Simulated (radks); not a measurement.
Task: Method: Dirac Kohn-Sham, PBE, spin-unpolarised, spherical densities, finite nucleus; Fermi nuclear charge, rms radius of each element as measured or else 0.836 A^(1/3) + 0.57 fm; computed with a radial shooting solver on a logarithmic mesh with Libxc functionals. Each species is in its NIST ground configuration. Rank Al+, Tl+, In+, Ga+, B+ by mean radius of the outermost orbital (bohr), largest first.

Result: In+ 2.48, Tl+ 2.39, Al+ 2.38, Ga+ 2.22, B+ 1.78.
